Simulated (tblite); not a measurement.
C2H11BSi2.
Atom-mapped SMILES: `[BH2:1][Si@@H:2]([CH3:3])[CH2:4][SiH3:5]` (hydrogens: H6, H7 on B1; H8 on Si2; H9, H10, H11 on C3; H12, H13 on C4; H14, H15, H16 on Si5)

Computed with GFN2-xTB (tblite), gas phase: L-BFGS steps from a force-field or distance-geometry start until the largest atomic force falls under 0.01 eV/Å.

Step 48: E = -395.4119 eV
```
atom  x, y, z in Å  |  force x, y, z in eV/Å
B1     -1.8162    1.7099   -0.3271   -0.025   0.003  -0.001
Si2    -0.7551    0.2178    0.3556    0.046  -0.045  -0.016
C3     -1.5842   -1.4729    0.0008   -0.021  -0.040  -0.005
C4      0.9270    0.1374   -0.5880    0.027  -0.027  -0.032
Si5     2.5115    0.0311    0.4502   -0.033   0.027  -0.007
H6     -2.0671    2.6544    0.3134    0.011   0.028   0.014
H7     -2.2230    1.7020   -1.4239   -0.013   0.021  -0.026
H8     -0.4421    0.2010    1.8056   -0.027   0.014  -0.013
H9     -2.6182   -1.5056    0.3325    0.011   0.020   0.042
H10    -1.0563   -2.2844    0.4919    0.009  -0.004   0.006
H11    -1.5832   -1.6828   -1.0656   -0.013   0.000  -0.009
H12     1.0079    0.9965   -1.2566    0.015   0.011   0.037
H13     0.8952   -0.7337   -1.2423   -0.008  -0.023  -0.015
H14     3.6339   -0.4032   -0.3925   -0.013  -0.002   0.015
H15     2.3405   -0.9180    1.5518    0.024  -0.007  -0.028
H16     2.8219    1.3592    0.9828    0.011   0.023   0.040
```

Step 49: E = -395.4128 eV
```
atom  x, y, z in Å  |  force x, y, z in eV/Å
B1     -1.8134    1.7084   -0.3304   -0.022   0.018  -0.005
Si2    -0.7554    0.2184    0.3543    0.043  -0.105   0.006
C3     -1.5865   -1.4735    0.0027   -0.021  -0.046  -0.003
C4      0.9272    0.1370   -0.5874    0.039  -0.024  -0.037
Si5     2.5122    0.0311    0.4511   -0.057   0.029  -0.008
H6     -2.0595    2.6548    0.3072    0.001   0.051   0.031
H7     -2.2183    1.7013   -1.4267   -0.025   0.016  -0.051
H8     -0.4445    0.1996    1.8050   -0.025   0.019  -0.016
H9     -2.6174   -1.5101    0.3461    0.035   0.030   0.023
H10    -1.0528   -2.2859    0.4874    0.005   0.013  -0.010
H11    -1.5952   -1.6801   -1.0651   -0.018   0.001   0.020
H12     1.0097    0.9980   -1.2534    0.011   0.011   0.030
H13     0.8950   -0.7323   -1.2443   -0.006  -0.020  -0.009
H14     3.6357   -0.3929   -0.3945   -0.007  -0.007   0.015
H15     2.3407   -0.9240    1.5474    0.031  -0.005  -0.028
H16     2.8150    1.3590    0.9892    0.014   0.018   0.041
```

Step 50: E = -395.4141 eV
```
atom  x, y, z in Å  |  force x, y, z in eV/Å
B1     -1.8098    1.7065   -0.3354   -0.011   0.033  -0.011
Si2    -0.7546    0.2173    0.3506    0.020  -0.156   0.028
C3     -1.5907   -1.4755    0.0059   -0.013  -0.043   0.002
C4      0.9289    0.1361   -0.5883    0.040  -0.016  -0.035
Si5     2.5126    0.0320    0.4525   -0.070   0.029  -0.004
H6     -2.0480    2.6554    0.3001   -0.008   0.068   0.045
H7     -2.2134    1.7022   -1.4313   -0.035   0.010  -0.069
H8     -0.4482    0.1976    1.8023   -0.017   0.025  -0.015
H9     -2.6163   -1.5160    0.3675    0.065   0.042  -0.006
H10    -1.0484   -2.2885    0.4818    0.001   0.028  -0.032
H11    -1.6141   -1.6778   -1.0634   -0.026  -0.005   0.058
H12     1.0144    1.0010   -1.2486    0.001   0.010   0.015
H13     0.8959   -0.7300   -1.2494    0.003  -0.015  -0.005
H14     3.6391   -0.3786   -0.3955   -0.003  -0.009   0.018
H15     2.3404   -0.9325    1.5405    0.040  -0.001  -0.027
H16     2.8047    1.3596    0.9994    0.013   0.001   0.038
```

Step 51: E = -395.4157 eV
```
atom  x, y, z in Å  |  force x, y, z in eV/Å
B1     -1.8060    1.7049   -0.3413    0.006   0.040  -0.014
Si2    -0.7528    0.2133    0.3442   -0.022  -0.156   0.037
C3     -1.5961   -1.4792    0.0102    0.004  -0.027   0.007
C4      0.9323    0.1349   -0.5915    0.023  -0.005  -0.023
Si5     2.5124    0.0337    0.4542   -0.060   0.023   0.005
H6     -2.0343    2.6565    0.2939   -0.013   0.064   0.046
H7     -2.2102    1.7055   -1.4370   -0.038   0.003  -0.067
H8     -0.4529    0.1954    1.7968   -0.004   0.028  -0.006
H9     -2.6144   -1.5220    0.3938    0.084   0.053  -0.036
H10    -1.0443   -2.2919    0.4760    0.001   0.027  -0.049
H11    -1.6377   -1.6769   -1.0599   -0.036  -0.018   0.084
H12     1.0220    1.0056   -1.2433   -0.018   0.004  -0.008
H13     0.8984   -0.7271   -1.2577    0.020  -0.008  -0.005
H14     3.6438   -0.3625   -0.3945   -0.004  -0.006   0.024
H15     2.3398   -0.9421    1.5321    0.047   0.003  -0.024
H16     2.7924    1.3608    1.0125    0.009  -0.025   0.029
```

Q: Estimate the geometry and energy of step 52. (The exact step hangs on the optimiser's Hessian estimate; all steps are aligned on step 51, rigid shifts and turns removed.)

A: E = -395.4173 eV, largest force 0.106 eV/Å
```
atom  x, y, z in Å  |  force x, y, z in eV/Å
B1     -1.8026    1.7046   -0.3467    0.018   0.034  -0.015
Si2    -0.7514    0.2073    0.3386   -0.057  -0.086   0.024
C3     -1.6007   -1.4831    0.0142    0.027  -0.009   0.009
C4      0.9357    0.1338   -0.5951   -0.009   0.004  -0.004
Si5     2.5113    0.0359    0.4557   -0.028   0.009   0.011
H6     -2.0233    2.6588    0.2896   -0.007   0.036   0.030
H7     -2.2090    1.7092   -1.4429   -0.029  -0.002  -0.038
H8     -0.4571    0.1939    1.7917    0.009   0.027   0.006
H9     -2.6115   -1.5263    0.4161    0.071   0.056  -0.046
H10    -1.0412   -2.2953    0.4706    0.009   0.008  -0.052
H11    -1.6585   -1.6768   -1.0555   -0.043  -0.034   0.078
H12     1.0289    1.0098   -1.2390   -0.038  -0.005  -0.028
H13     0.9012   -0.7250   -1.2653    0.037   0.000  -0.009
H14     3.6479   -0.3493   -0.3926   -0.012   0.001   0.033
H15     2.3406   -0.9501    1.5245    0.048   0.006  -0.018
H16     2.7822    1.3615    1.0246    0.004  -0.045   0.019
```

The energy changes by -0.0016 eV. The first-order estimate −F·Δx gives -0.0022 eV and the mean of the old and new forces, exact on a quadratic surface, -0.0016 eV. The step makes an angle of 80° with the force vector and moves no atom by more than 0.023 Å.

What follows is the cost of the whole relaxation. Time: 1.6 s. Hardware: AMD EPYC 7R13, one thread, shared host.
